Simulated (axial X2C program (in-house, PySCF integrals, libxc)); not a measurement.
**CrCN: the levels of the configuration d5 s0 p(π)0**

Calculated with an axial X2C code built on PySCF integrals: two-component X2C with atomic mean-field Coulomb and Gaunt terms, basis Cr dyall-v3z, C dyall-v3z, N dyall-av3z (cores contracted in-house). Orbitals come from Hartree–Fock averaged over the configuration Cr d5 s0 p(π)0; CI then distributes these electrons over the d, s, p(π) shells of Cr.

Cr–C–N held linear, bonds 2.113 and 1.160 Å (the second held) (near the minimum of the configuration average).

Active spinors (ω > 0):

```csv
shell,ω,ε (eV),character
d,1/2,-1.55,"94% Cr d, 3% Cr s"
d,3/2,-1.52,98% Cr d
d,1/2,-1.49,"82% Cr d, 14% Cr s"
d,3/2,-1.43,100% Cr d
d,5/2,-1.39,100% Cr d
s,1/2,2.24,"57% Cr s, 30% Cr p, 4% Cr d"
p(π),1/2,0.68,96% Cr p
p(π),3/2,0.69,96% Cr p
```

Lowest levels of this model:

| Ω | energy (cm⁻¹) | g∥ | μ (D) | configuration |
| --- | --- | --- | --- | --- |
| 1/2 | 0 | 2.00 | -9.43 | 100% d5 |
| 3/2 | 1 | 6.01 | -9.43 | 100% d5 |
| 5/2 | 2 | 10.01 | -9.43 | 100% d5 |
| 1/2 | 22643 | 2.00 | -9.43 | 100% d5 |
| 3/2 | 22648 | 6.00 | -9.43 | 100% d5 |
| 1/2 | 24041 | 3.99 | -9.37 | 100% d5 |
| 1/2 | 24053 | 0.01 | -9.37 | 100% d5 |
| 3/2 | 24067 | 4.00 | -9.37 | 100% d5 |
| 5/2 | 24081 | 8.00 | -9.37 | 100% d5 |
| 3/2 | 24379 | 2.00 | -9.43 | 100% d5 |
| 5/2 | 24404 | 6.00 | -9.43 | 100% d5 |
| 7/2 | 24430 | 10.01 | -9.43 | 100% d5 |
| 5/2 | 24587 | 4.00 | -9.41 | 100% d5 |
| 7/2 | 24601 | 8.00 | -9.41 | 100% d5 |
| 9/2 | 24616 | 12.01 | -9.41 | 100% d5 |
| 7/2 | 25020 | 6.00 | -9.42 | 100% d5 |
| 9/2 | 25029 | 10.00 | -9.42 | 100% d5 |
| 11/2 | 25038 | 14.01 | -9.42 | 100% d5 |

g∥ is the magnitude of 2⟨Lz + ge Sz⟩ for the +Ω component. μ is positive if the N end is positive.

(1) From Ω and g∥ of the lowest level, whose 2⟨Lz + ge Sz⟩ is positive, find ⟨Sz⟩ and ⟨Lz⟩ (ge = 2.0023).

Occupations of the active spinors in the lowest level by ω, shell by shell in order of energy: -5/2: 0.39; -3/2: 0.42 0.59 0.00; -1/2: 0.56 0.44 0.00 0.00; 1/2: 0.45 0.56 0.00 0.00; 3/2: 0.58 0.42 0.00; 5/2: 0.59. The leading determinant has weight 0.10 among 649.

This point took 1.6 s on 1 thread of Arm Neoverse V1, on a shared host.

There is no dynamic correlation: spin–orbit spacings and, for f shells, spacings inside one term are the most reliable numbers, splittings between terms come out too wide, and energies between configurations are not reliable, so the lowest level need not be the ground state of the molecule. For d shells the ligand-field splittings (σ, π, δ) and their order can be off by a thousand cm⁻¹ or more. At most 4 roots were kept for each Ω > 0 (twice that for Ω = 0) within 3.2 eV of the lowest, so higher up levels can be missing between those listed; levels with Ω > 0 are doubly degenerate and listed once, Ω = 0 levels singly. Some active spinors are only partly of the character that their shell is named for, so the shell names and counts are nominal. States that fill the shells left empty in the average are placed too high. The molecule was held linear; bending was not examined.

Answers

(1) Ω = ⟨Lz⟩ + ⟨Sz⟩ = 1/2 and ⟨Lz⟩ + ge⟨Sz⟩ = 1.000, so ⟨Sz⟩ = 0.50 and ⟨Lz⟩ = 0.00.
